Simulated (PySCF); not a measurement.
TPSS on C⁻ (carbon, charge -1), [He] 2s2 2p3, high-spin 4S determinant. Computed with PySCF 2.14 in def2-QZVPPD, with no relativity, point nucleus.

```
cycle= 1 E= -37.9133302680315  delta_E= -0.0034  |g|= 0.00687  |ddm|= 0.126
cycle= 2 E= -37.9133322591195  delta_E= -1.99e-06  |g|= 0.00285  |ddm|= 0.00809
cycle= 3 E= -37.9133309655607  delta_E= 1.29e-06  |g|= 0.00324  |ddm|= 0.00741
cycle= 4 E= -37.9133387704953  delta_E= -7.8e-06  |g|= 9.89e-05  |ddm|= 0.00369
cycle= 5 E= -37.9133387777779  delta_E= -7.28e-09  |g|= 5.47e-06  |ddm|= 0.000121
cycle= 6 E= -37.9133387777974  delta_E= -1.96e-11  |g|= 2.78e-07  |ddm|= 9.85e-06
converged SCF energy = -37.9133387777974  <S^2> = 3.7557653  2S+1 = 4.0028816
```

Highest occupied orbital energy: 2.459 eV; ⟨L²⟩ = 0.00; populations by l: s 4.00, p 3.00, d 0.00, f 0.00.

Problem. Can this result be used?

Solution. With care. The run converged. At TPSS the highest occupied level has a positive energy, so only the finite basis holds that electron; in a semilocal or global hybrid functional this comes from self-interaction and does not mean that the real anion is unbound.
